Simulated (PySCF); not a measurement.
Compound: C2H5PSe.
Cartesian coordinates in Å at the PBE0-D3(BJ)/def2-SVP level; atoms count from 1:
```xyz
9
C2H5PSe angstrom
Se     2.5318    1.1602   -0.7230
P      0.9102    0.3757    0.3203
C     -0.2327   -0.9310   -0.1992
C     -0.8470    0.4656   -0.1122
H      0.9333    0.2968    1.7342
H     -0.5383   -1.6829    0.5355
H     -0.0581   -1.3300   -1.2036
H     -1.5750    0.6689    0.6798
H     -1.0657    0.9663   -1.0608
```

Theory: PBE0-D3(BJ)/def2-SVP geometry optimisation, gas phase (PySCF 2.14.0).

Take the most abundant isotopes and a rigid rotor. 

What are A, B and C (MHz)?

Ia = 38.62, Ib = 296.68, Ic = 299.13 u·Å²; 505379 MHz·u·Å²/I gives A = 13086, B = 1703, C = 1689 MHz.

What kind of rotor is it?

A near-prolate asymmetric top; Ray's κ = -0.998.

What does the inertial defect say?

Not planar: Δ = Ic − Ia − Ib = -36.17 u·Å². For a rigid frame Δ = −2 Σ m c², so Σ m c² = 18.09 u·Å² lies off the ab plane: 7.03 from hydrogen and 11.05 from heavier atoms. The atom farthest from that plane is 1.86 Å away.

Give the other two planar moments, Paa and Pbb, and the rms extents of the mass along the axes.

Paa = Σ m a² = (Ib + Ic − Ia)/2 = 278.60 and Pbb = Σ m b² = (Ia + Ic − Ib)/2 = 20.53 u·Å². With the mass M = 139.93 u, the rms extents √(P/M) along a, b and c are 1.41, 0.38, 0.36 Å.

List the rotational levels J(Ka,Kc) to J = 4 (MHz).

Above 0(0,0):
J = 1: 1(0,1) 3393, 1(1,1) 14776, 1(1,0) 14790
J = 2: 2(0,2) 10179, 2(1,2) 21548, 2(1,1) 21590, 2(2,1) 55739, 2(2,0) 55739
J = 3: 3(0,3) 20357, 3(1,3) 31706, 3(1,2) 31789, 3(2,2) 65917, 3(2,1) 65917, 3(3,1) 122867, 3(3,0) 122867
J = 4: 4(0,4) 33929, 4(1,4) 45250, 4(1,3) 45389, 4(2,3) 79489, 4(2,2) 79489, 4(3,2) 136439, 4(3,1) 136439, 4(4,1) 216169, 4(4,0) 216169

Predict some low-J microwave lines.

The dipole components are |μa| = 4.08 D, |μb| = 0.00 D, |μc| = 0.59 D; the mirror of this Cs structure is the ac plane, so μb vanishes by symmetry (the 0.01 D computed is a residue) and there are no b-type lines. Intensities carry the squares of the components, which stand as 1.00 : 0.02 (a : c). Some lines, for components of 0.1 D or more:

```
type  branch         J(Ka,Kc)    MHz  lower level (cm⁻¹)
   a       R  1(0,1) ← 0(0,0)   3393               0.000
   a       R  2(1,2) ← 1(1,1)   6772               0.493
   a       R  2(0,2) ← 1(0,1)   6786               0.113
   a       R  2(1,1) ← 1(1,0)   6800               0.493
   c       Q  2(1,2) ← 2(0,2)  11369               0.340
   c       Q  1(1,1) ← 1(0,1)  11383               0.113
   c       R  1(1,0) ← 0(0,0)  14790               0.000
   c       R  2(1,1) ← 1(0,1)  18197               0.113
   c       Q  2(2,1) ← 2(1,1)  34149               0.720
   c       R  2(2,0) ← 1(1,0)  40949               0.493
   c       R  2(2,1) ← 1(1,1)  40963               0.493
```

PBE0-D3(BJ)/def2-SVP frequencies: not computed here. Zero-point vibration and centrifugal distortion are left out.

The run took 26 s of wall time on Arm Neoverse V2, one thread (shared host), and the process peaked at 0.42 GiB of memory. These figures are those of the optimisation.
